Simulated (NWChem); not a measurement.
## Correlation energy of NS

```
N
S 1 1.5015
```
Charge 0, spin multiplicity 2.

All runs are NWChem calculations. Structure: optimised with UPBE0/def2-SVP, a minimum by its harmonic frequencies.

Basis set: def2-SVP. Each correlation energy counts from its own Hartree-Fock reference.

```tsv
method	correlation energy (mHa)	remark
CCSD on ROHF	-298.5	-
CCSD on UHF	-281.2	spin-contaminated
SCS-UMP2	-227.6	spin-contaminated
UMP2	-236.1	spin-contaminated
CCSD[T] on ROHF	-314.5	-
CCSD[T] on UHF	-296.6	spin-contaminated
CCSD(T) on UHF	-293.6	spin-contaminated
CCSDT on ROHF	-313.0	-
CCSD(T) on ROHF	-312.8	-
```

The values span 86.9 mHa, from CCSD[T] on ROHF (lowest) to SCS-UMP2 (highest). 

The correlated methods keep 6 core orbitals frozen. The structure started from a generated list of species. The unpaired electrons of the parent sit in orbitals of symmetry b1 (C2v labels of the run); other states weren't searched. No SCF solution was tested for a lower state. Open-shell Hartree-Fock references start from PBE0 orbitals. No row is a measurement; the coupled-cluster row has its own basis-set and correlation limits.
